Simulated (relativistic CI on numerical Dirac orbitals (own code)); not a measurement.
Level scheme of Re LXXII

These numbers are calculated, not measured: Dirac-Coulomb-Breit CI, KLI orbitals optimised for each configuration, a model potential for QED, unscaled Slater integrals (own radial code, finite nucleus).

Configurations in the expansion (outside the closed core 1s2): 2s², 2s2p, 2p², 2p3s, 2p3p, 2s3s, 2s3p, 2s3d, 2s4s, 2s4p, 2s4d, 2s4f, 3s², 3s3p, 3p². Levels of other configurations are missing.

```
No.  Configuration  Term  J   E (Ry)    %  Landé g  jj configuration (%)
  1            2s²    ¹S  0    0.000   98                    closed (98)
  2           2s2p   ³P°  0   13.011  100                 2s 2p1/2 (100)
  3           2s2p   ³P°  1   15.547   70    1.298        2s 2p1/2 (100)
  4            2p²    ³P  0   36.596   67                   2p1/2^2 (98)
  5           2s2p   ³P°  2  128.698  100    1.459        2s 2p3/2 (100)
  6           2s2p   ¹P°  1  135.525   70    1.115        2s 2p3/2 (100)
  7            2p²    ³P  1  148.996  100    1.466     2p1/2 2p3/2 (100)
  8            2p²    ¹D  2  150.336   65    1.131     2p1/2 2p3/2 (100)
  9            2p²    ³P  2  265.649   65    1.289         2p3/2^2 (100)
 10            2p²    ¹S  0  270.804   68                  2p3/2^2 (100)
 11           2s3s    ³S  1  832.914  100    1.964           2s 3s (100)
 12           2s3s    ¹S  0  835.504   99                     2s 3s (99)
 13           2s3p   ³P°  0  839.013  100                 2s 3p1/2 (100)
 14           2s3p   ³P°  1  839.021   67    1.297         2s 3p1/2 (99)
 15           2p3s   ³P°  0  849.031  100                 2p1/2 3s (100)
 16           2p3s   ³P°  1  849.189   66    1.300         2p1/2 3s (99)
 17           2p3p    ³D  1  852.702   74    0.628     2p1/2 3p1/2 (100)
 18           2p3p    ³P  0  856.840   67               2p1/2 3p1/2 (99)
 19           2s3p   ³P°  2  873.194  100    1.475        2s 3p3/2 (100)
 20           2s3p   ¹P°  1  873.776   67    1.156         2s 3p3/2 (99)
 21           2s3d    ³D  1  875.720  100    0.493        2s 3d3/2 (100)
 22           2s3d    ³D  2  876.124   69    1.089         2s 3d3/2 (99)
 23           2s3d    ³D  3  884.945  100    1.312        2s 3d5/2 (100)
 24           2s3d    ¹D  2  885.932   62    1.051         2s 3d5/2 (88)
 25           2p3p    ³P  1  888.619   49    1.489     2p1/2 3p3/2 (100)
 26           2p3p    ³D  2  889.012   46    1.133      2p1/2 3p3/2 (88)
 27           2p3s   ³P°  2  966.132  100    1.466        2p3/2 3s (100)
 28           2p3s   ¹P°  1  966.893   67    1.122        2p3/2 3s (100)
 29           2p3p    ³P  1  971.476   51    1.449     2p3/2 3p1/2 (100)
 30           2p3p    ³D  2  971.582   48    1.137     2p3/2 3p1/2 (100)
```

Energies count from the lowest computed level; ° marks odd parity. Filled j subshells are mostly left out of the jj labels.

The mean weight of the leading LS term, summed over parents, in these 30 levels is 78 %, and that of the leading jj configuration (from the same eigenvectors) 99 %, so jj coupling describes them better and the LS labels are nominal.

At this charge energies of transitions that change n are usually good to better than 1 %, and those within a shell (Δn = 0) to a few per cent.

LS names give the leading component of a level, which can be under half, so a name can repeat, a term be missing and a line seem to break the LS rules.
